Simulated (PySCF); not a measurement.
PySCF job for Cl3Fe, SMILES [Cl][Fe-]([Cl])[Cl] (connectivity only; charge and spin as stated), charge -1, multiplicity 5, IEF-PCM-ωB97X/def2-SVPD. Geometry: PBE0-D3(BJ)/def2-SVPD. The spin state was assumed, not searched.

```python
import numpy as np
from pyscf import gto, scf, dft
from pyscf.solvent import pcm

mol = gto.M(
    atom='''
    Fe   -0.00000000    0.00000000    0.00000000
    Cl    2.26004690    0.00000000   -0.00000000
    Cl   -1.13002345    1.95725803   -0.00000000
    Cl   -1.13002345   -1.95725803   -0.00000000
    ''',
    basis='def2-SVPD',
    charge=-1,
    spin=4,
    max_memory=1600,
    verbose=3,
)
mf = dft.UKS(mol, xc='wb97x').density_fit(auxbasis='def2-universal-jkfit')
mf.grids.level = 3
mf.conv_tol = 1e-9
mf.max_cycle = 100
mf.kernel()
fine, coarse = mf.grids, dft.Grids(mol).set(level=1).build(with_non0tab=True)
for _ in range(3):  # follow internal instabilities
    mf.grids = coarse
    mo, _, stable, _ = mf.stability(return_status=True, nroots=4)
    mf.grids = fine
    if stable:
        break
    mf.kernel(mf.make_rdm1(mo, mf.mo_occ))
res = {}
for name, eps in {'water': 78.355, 'tetrahydrofuran': 7.4257, 'chlorobenzene': 5.6968}.items():
    s = mf.PCM()
    s.with_solvent.method, s.with_solvent.eps, s.with_solvent.lebedev_order = 'IEF-PCM', eps, 29
    s.kernel(mf.make_rdm1())
    res[name] = (s.e_tot, eps, s.dip_moment(), s.mo_energy, s.converged)
    print(f'{name}: electrostatic solvation free energy {(s.e_tot - mf.e_tot) * 627.509474:.3f} kcal/mol')
```

Output:

```

WARN: HOMO 0.147979568326744 >= LUMO 0.0861845984192427


WARN: HOMO -0.889739699759319 >= LUMO -1.05355811875423


WARN: HOMO -0.575540635071162 >= LUMO -0.590069312121523


WARN: HOMO -0.357104915857069 >= LUMO -0.403860738465323


WARN: HOMO 0.273293266541248 >= LUMO 0.270380711652583


WARN: HOMO 0.213737402361189 >= LUMO 0.162943936107517


WARN: HOMO -0.353152949332097 >= LUMO -0.35713617026363


WARN: HOMO -0.338106317207135 >= LUMO -0.340213665610642


WARN: HOMO 0.267836094630403 >= LUMO 0.191926890425265

converged SCF energy = -2644.01716590042  <S^2> = 6.0070244  2S+1 = 5.002809
<class 'pyscf.df.df_jk.DFUKS'> wavefunction has an internal instability
converged SCF energy = -2644.05073265094  <S^2> = 6.0109369  2S+1 = 5.0043729
<class 'pyscf.df.df_jk.DFUKS'> wavefunction is stable in the internal stability analysis

WARN: PCM is an experimental feature. It is still in testing.
Features and APIs may be changed in the future.

converged SCF energy = -2644.126791774  <S^2> = 6.01022  2S+1 = 5.0040863

WARN: System has nonzero charge -1; the dipole moment is origin-dependent.
Location of origin: [0. 0. 0.]

Dipole moment(X, Y, Z, Debye):  0.00064, -0.00000,  0.00000
water: electrostatic solvation free energy -47.728 kcal/mol

WARN: PCM is an experimental feature. It is still in testing.
Features and APIs may be changed in the future.

converged SCF energy = -2644.11717836711  <S^2> = 6.0103345  2S+1 = 5.0041321

WARN: System has nonzero charge -1; the dipole moment is origin-dependent.
Location of origin: [0. 0. 0.]

Dipole moment(X, Y, Z, Debye):  0.00355, -0.00000, -0.00000
tetrahydrofuran: electrostatic solvation free energy -41.695 kcal/mol

WARN: PCM is an experimental feature. It is still in testing.
Features and APIs may be changed in the future.

converged SCF energy = -2644.11397603507  <S^2> = 6.0103699  2S+1 = 5.0041462

WARN: System has nonzero charge -1; the dipole moment is origin-dependent.
Location of origin: [0. 0. 0.]

Dipole moment(X, Y, Z, Debye):  0.00405, -0.00000, -0.00000
chlorobenzene: electrostatic solvation free energy -39.686 kcal/mol
```

Self-consistency was reached.
